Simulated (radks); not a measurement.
Spherical jellium clusters: N electrons in a uniform positive sphere of charge N and radius rs N^(1/3), rs = 2.78 bohr. Calculated with a radial shooting solver with Libxc functionals: non-relativistic Kohn-Sham, LDA (Slater exchange, Perdew-Wang correlation), spin-polarised, spherical densities. Levels are named by radial order and angular momentum (1s, 1p, 1d, 2s, ...), and open shells are averaged over m.

N = 17, configuration 1s2 1p6 1d(up 5, down 4). This is the lowest configuration that the search found. Occupied and some empty levels:

level,occupation,eigenvalue (eV),<r> (bohr)
1s up,1,-7.9386,4.295
1s down,1,-7.8439,4.264
1p up,3,-6.0349,5.360
1p down,3,-5.9143,5.356
1d up,5,-3.8729,6.202
1d down,4,-3.7508,6.219
2s up,0,-3.3907,5.672
2s down,0,-3.3249,5.705
1f up,0,-1.5691,7.157
1f down,0,-1.4624,7.209
2p up,0,-1.2450,7.944
2p down,0,-1.1914,8.024

Energy (eV): total -24.0891, kinetic 55.973, external -1280.6, Hartree 623.01, exchange-correlation -82.568, background 660.09.

Electron density:

r (bohr),n(r) (e/bohr^3)
0.537,0.006082
1.14,0.006690
1.73,0.007719
2.33,0.009090
2.93,0.01059
3.53,0.01189
4.13,0.01261
4.73,0.01238
5.33,0.01108
5.92,0.008901
6.52,0.006352
7.12,0.004031
7.72,0.002330
8.32,0.001265
8.91,0.0006599
9.51,0.0003347
10.1,0.0001667
10.7,0.00008169
11.3,0.00003964
11.9,0.00001913
